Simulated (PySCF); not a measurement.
B(H)2(Cl), SMILES BCl, singlet (B3LYP/def2-SVP optimised geometry):

```
4

B     -0.589     0.000     0.000
H     -1.157    -1.058     0.000
H     -1.157     1.058     0.000
Cl     1.157     0.000     0.000
```

Computed with B3LYP/def2-TZVP (PySCF).

Q: What are the frontier orbital energies and the dipole moment?

A: HOMO-2 -11.00 eV, HOMO-1 -9.85 eV, HOMO -8.43 eV, LUMO -2.07 eV, LUMO+1 1.52 eV; dipole moment 0.55 D.

On the same geometry PySCF with PBE/def2-TZVP gives HOMO-2 -9.79 eV, HOMO-1 -8.83 eV, HOMO -7.28 eV, LUMO -2.87 eV, LUMO+1 1.03 eV; dipole moment 0.40 D.

Meta-Löwdin charges at B3LYP/def2-TZVP: B1 0.00, H2 0.02, H3 0.02, Cl4 -0.04.
